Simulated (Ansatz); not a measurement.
Ansatz (a quantum-chemistry and plane-wave program) input (PBE/6-311+G**): The .json file is the Basis Set Exchange's 6-311+G**.

Ansatz 0.2 input:
```yaml
crystal:
  periodic: [false, false, false]
  atoms:
    - {symbol: C, position_ang: [-1.16121811, -0.18331432, -0.02340017]}
    - {symbol: Si, position_ang: [0.62903689, 0.09747431, 0.00115907]}
    - {symbol: H, position_ang: [-1.68556782, 0.56423601, -0.62169877]}
    - {symbol: H, position_ang: [-1.41324193, -1.19650419, -0.34225064]}
    - {symbol: H, position_ang: [-1.51267979, -0.07261084, 1.01662181]}
    - {symbol: H, position_ang: [1.19698143, 1.44308458, -0.15835579]}
    - {symbol: H, position_ang: [1.57530031, -1.00295996, 0.22985740]}
basis:
  gaussian:
    orbitals: 6-311+G__.json
hamiltonian:
  xc: {name: PBE}
total_charge: 1
output: {forces: true}
```

### Question
What final total energy does it give?

### Answer
-330.08370 Eh.
